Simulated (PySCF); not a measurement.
Unknowns

Theory: PBE0/pcSseg-1 with gauge-including orbitals, GFN2-xTB geometry, in PySCF 2.14 (non-relativistic Hamiltonian, a single conformation, isolated molecule, equivalent nuclei averaged).

Scale: 1H, 13C vs TMS (reference shieldings calculated alike). Where no couplings were computed, multiplicities follow the n + 1 count of equivalent neighbours, and m marks all less simple cases (inequivalent or close neighbours, rings, F or P nearby). Shifts are as computed. Against solution values, carbons near 30 ppm lie about +3 ppm off and those near 130 ppm about +5 ppm; carbons on Cl a further +6 ppm. Of 1211 compounds with measured shifts, 218 miss one by over three times the rms of a fit or turn the order of signals round; such compounds aren't used in these exercises. Carbons bonded to Cl come out too deshielded.

Q: C₉H₁₃N. 1H NMR (400 MHz, computed): δ 6.30 (m, 1H), 6.16 (m, 1H), 5.51 (br s, 1H), 5.31 (br s, 1H), 1.35 (s, 9H). 13C{1H} NMR (computed): δ 167.0 (C), 141.1 (CH2), 135.1 (C), 124.6 (C), 121.2 (CH2), 37.2 (C), 32.0 (CH3). Give a structure.

A: `C=C(C#N)C(=C)C(C)(C)C`. The formula gives 4 degrees of unsaturation (no ring in the answer). 7 carbon signals for 9 carbons: some carbons are equivalent by symmetry or fast rotation. Carbon types of the structure: 4 × C, 2 × CH2, 3 × CH3, which accounts for all hydrogens. δC 167.0, 135.1: fully substituted alkene carbon. δC 141.1, 121.2: terminal =CH2 carbon; the olefinic region. δC 124.6: nitrile carbon; typical of a nitrile. δC 32.0: methyl carbon; aliphatic region, no heteroatom directly attached.

The shifts were computed for this structure.

Q: C₅H₉ClO₂Si. 1H NMR (400 MHz, computed): δ 6.14 (m, 1H), 6.08 (m, 1H), 4.27 (t, 2H), 4.01 (s, 3H), 2.18 (m, 2H). 13C{1H} NMR (computed): δ 186.3, 133.5, 132.2, 50.0, 15.2. What is it?

A: SMILES COC(=O)[SiH2]C/C=C\Cl. The formula gives 2 degrees of unsaturation (no ring in the answer). 5 carbon signals for 5 carbons: no two carbons are equivalent. Carbon types of the structure: 1 × C, 2 × CH, 1 × CH2, 1 × CH3, leaving 2 H on heteroatoms. δC 186.3: carbonyl carbon. δC 133.5, 132.2: alkene CH; as expected for a trigonal carbon in a double bond. δH 4.01: hydrogen on a methyl carbon bonded to O; its carbon carries O, an electronegative neighbour. δH 2.18: hydrogen on an allylic sp3 CH2 bonded to Si; allylic position.

The data come from this structure; uniqueness wasn't tested.
